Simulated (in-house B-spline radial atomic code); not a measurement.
# Ionising Be³⁺ with different functionals

Computed with a radial B-spline atomic code at the basis-set limit: non-relativistic Hamiltonian, point nucleus, spin-polarised at highest spin, spherical fractional occupations for the functionals. The ionisation energy is the difference of two self-consistent energies, 1s1 → bare nucleus, without Breit or QED terms; ε is the level of the shell that loses the electron (its least bound occupied spin orbital).

| method | rung | ΔSCF (eV) | -ε(1s) (eV) |
| --- | --- | --- | --- |
| BLYP | GGA | ? | ? |
| OLYP | GGA | 217.50 | 192.53 |
| M06-L | meta-GGA | 218.11 | 195.29 |
| PBE0 | global hybrid | 217.34 | 198.86 |
| B3LYP | global hybrid | 217.40 | 197.56 |
| LC-wPBE | range-separated hybrid | ? | ? |

(1) What does BLYP give?

(2) What does LC-wPBE give?

(3) Among the functionals, which spreads more, the ΔSCF values or the orbital energies?

(4) How do they compare with the NIST value?

Answers

(1) ΔSCF 217.41 eV, and -ε(1s) = 192.51 eV.

(2) ΔSCF 217.28 eV, and -ε(1s) = 198.58 eV.

(3) The orbital energies: ΔSCF values span about 0.84 eV and the orbital energies 6.34 eV; here energy differences depend much less on the functional than eigenvalues do.

(4) NIST lists 217.719 eV (tabulated theory, ground level to ground level). Errors run from -0.44 to +0.39 eV; OLYP is closest (-0.22 eV), but part of that can be cancellation, since the calculations leave out relativity, Breit-QED terms.
